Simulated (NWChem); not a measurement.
# Total energies of Ge

```
Ge
```
Charge 0, spin multiplicity 3.

The numbers come from NWChem runs, not from measurements.

Basis set: 6-31G* (32 functions).

```tsv
method	total energy (Ha)
UHF	-2075.03570
UMP2	-2075.23949
UB2PLYP	-2076.27469
UPBE	-2076.32440
UB3LYP	-2076.68559
UM06-2X	-2076.64031
```

Total energies of different functionals aren't comparable as a measure of quality: only differences taken within one method are. 

The Hamiltonian is non-relativistic. The correlated methods keep 9 core orbitals frozen. B3LYP has NWChem's definition, with VWN1-RPA local correlation. The Pople sets run with spherical d functions. The stability of the SCF solutions was not checked. Open-shell Hartree-Fock references start from PBE0 orbitals.
